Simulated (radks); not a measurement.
Question: Tm LXVI, configuration [He] 2s2 (the NIST ground configuration). Method: non-relativistic Kohn-Sham, LDA (Slater exchange, Perdew-Wang correlation), spin-unpolarised, spherical densities, point nucleus; relativity is left out, which matters for an element this heavy; computed with a radial shooting solver on a logarithmic mesh with Libxc functionals. Some entries of the table are withheld. Estimate them.

orbital  occ.  eigenvalue (eV)  r(max) (bohr)  <r^2> (bohr^2)
1s          2        -62364.60            (1)       0.0006404
2s          2              (2)            (3)        0.009226
2p          0              (4)        0.05957        0.006693
3s          0              (5)         0.1950         0.04634

Answer: 
(1) 1s r(max) (bohr): 0.01456
(2) 2s eigenvalue (eV): -15065.98
(3) 2s r(max) (bohr): 0.07731
(4) 2p eigenvalue (eV): -14915.77
(5) 3s eigenvalue (eV): -6582.730
